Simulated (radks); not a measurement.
Numerical settings for neutral terbium, [Xe] 4f9 6s2. Method: scalar-relativistic Kohn-Sham, PBEsol, spin-polarised, spherical densities, point nucleus; open shells are filled with parallel spins first (spin-orbit coupling, left out, can overturn this in heavy ions); computed with a radial shooting solver on a logarithmic mesh with Libxc functionals. The defaults (mesh step 0.008 in ln r, mesh end at 40 bohr or more with all orbitals vanishing there, Anderson mixing 0.5 over 9 steps, residual threshold near 1e-9 with the energy settled to 1e-9 hartree or 1e-11 of itself, here a cap of 76 iterations) give E = -11705.1763 hartree and 4f at -0.953 eV in 16 iterations. Run on one thread of a shared host, so times are rough (Arm Neoverse V1): 0.34 s of CPU time, 0.34 s wall, 16 iterations on 2728 mesh points. Changes against that run (0 stands for a change within the tolerance of the run):

setting,iterations,converged,E (mhartree),e(4f) (meV),CPU (s)
mesh step in ln r 0.003,16,yes,0,0,0.86
mesh step in ln r 0.08,4,no,diverged,-,0.04
mesh step in ln r 0.12,4,no,diverged,-,0.02
mesh end (bohr) 400,16,yes,0,0,0.34
mesh end (bohr) 1,14,level above zero,+3.46e+05,+4.03e+05,0.23
residual threshold 1e-05,12,yes,0,+0.0725,0.28
residual threshold 1e-13,23,yes,0,0,0.4
mixing 1,13,yes,0,0,0.29
"linear mixing, mixing 0.8",76,no,+7.04e+04,-844,3.3
"linear mixing, mixing 0.5",76,no,+4.09e+03,+866,2.1
mixing history 2,21,yes,0,0,0.4
iteration cap 2,2,no,+247,-1.13e+04,0.07

Settled on a wrong energy, with an occupied level pushed above zero by the early mesh end: mesh end (bohr) 1 (+346 hartree). Apart from these: no run marked as converged misses the energy by more than 1 mhartree. A mesh that ends early acts as a hard wall.
